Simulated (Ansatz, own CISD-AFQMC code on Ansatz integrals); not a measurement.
CH7BSi, SMILES `B[SiH2]C` (charge 0, multiplicity 1).

Z-matrix (Å, degrees):
```
Si
H 1 1.4934
H 1 1.4982 2 106.33
C 1 1.8761 2 109.91 3 118.57
H 4 1.0920 1 111.26 2 -57.63
H 4 1.0925 5 108.22 1 121.68
H 4 1.0926 5 108.02 6 116.53
B 1 2.0089 2 109.91 3 -113.06
H 8 1.1971 1 120.08 2 44.17
H 8 1.1971 9 116.89 1 -177.77
```
Charge 0, multiplicity 1.

Frozen-core energies in cc-pVDZ from Ansatz (an electronic-structure program) at a geometry from PBE0-D3(BJ)/def2-TZVP; the HF reference has <S^2> = 0.00 and the T1 diagnostic is 0.010.

| level | energy (Ha) | difference from CCSDT(Q) (mHa) |
|---|---|---|
| HF | -355.52725 | 402.12 |
| MP2 | -355.86017 | 69.19 |
| CCSD | -355.91792 | 11.45 |
| CCSD(T) | -355.92764 | 1.73 |
| CCSDT | -355.92891 | 0.46 |
| phaseless AFQMC, CISD trial (own CISD-AFQMC code on Ansatz integrals; ±0.34 mHa) | -355.92934 | 0.02 |
| CCSDT(Q) | -355.92937 | 0.00 |
